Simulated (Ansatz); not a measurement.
C2H8OSn, SMILES CC[O][SnH3].

Geometry optimised at PBE-D3(BJ)/def2-SVP. The structure was generated by enumeration; whether it is a known compound was not checked. The def2 effective core potentials stand for the cores of Sn; spin–orbit coupling is left out. One conformer was computed; it need not be the lowest.

Two levels are set side by side: PBE/def2-SVPD (Ansatz, a program for electronic structure) and PBE0/def2-SVPD (Ansatz). Energy differences of separate SCF runs at the same geometry; the states with an electron removed or added have multiplicity 2 and 2. Differences are taken from unrounded values.

```json
[
 {"quantity": "vertical ionisation energy (eV)", "PBE0": "9.40", "PBE": "9.17", "PBE minus PBE0": "-0.23"},
 {"quantity": "vertical singlet–triplet gap (eV)", "PBE0": "5.18", "PBE": "4.91", "PBE minus PBE0": "-0.27"}
]
```
